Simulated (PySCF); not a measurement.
The geometry has D3d symmetry (within 0.05 Å) and had no frequency check at the DFT level, so a distortion to lower symmetry isn't ruled out.

Delta-SCF ions had no search for a lower state. Excitations are Tamm–Dancoff values on a coarser integration grid. The basis has no diffuse functions, so Rydberg states are missing or too high.

silicene flake of 1 rings (benzene shape) `[siH]1[siH][siH][siH][siH][siH]1` (charge 0, multiplicity 1)

These are PBE0-D3(BJ)/def2-SVP // PBE-D3(BJ)/def2-SVP (PySCF 2.14.0) values and carry that method's errors.

```json
{
  "HOMO": "-6.06 eV",
  "dipole_moment": "0.002 e·Å",
  "LUMO": "-2.60 eV",
  "HOMO–LUMO gap": "3.46 eV",
  "S1 excitation (TDA)": "2.50 eV",
  "S1 oscillator strength": "0.000",
  "vertical ionisation energy (Delta-SCF)": "7.47 eV",
  "total_energy": "-1739.2297 Ha",
  "cost": "roughly 8 core-minutes"
}
```

Bond lengths (Å): Si1–Si2 2.244, Si1–Si6 2.244, Si1–H7 1.506, Si2–Si3 2.244, Si2–H8 1.506, Si3–Si4 2.244, Si3–H9 1.506, Si4–Si5 2.244, Si4–H10 1.506, Si5–Si6 2.244, Si5–H11 1.506, Si6–H12 1.506. Angles (°): Si2–Si1–Si6 116.2, Si2–Si1–H7 116.6, Si6–Si1–H7 116.6, Si1–Si2–Si3 116.4, Si1–Si2–H8 116.7, Si3–Si2–H8 116.7, Si2–Si3–Si4 116.2, Si2–Si3–H9 116.6, Si4–Si3–H9 116.6, Si3–Si4–Si5 116.4, Si3–Si4–H10 116.7, Si5–Si4–H10 116.7, Si4–Si5–Si6 116.2, Si4–Si5–H11 116.6, Si6–Si5–H11 116.6, Si1–Si6–Si5 116.4, Si1–Si6–H12 116.7, Si5–Si6–H12 116.7.
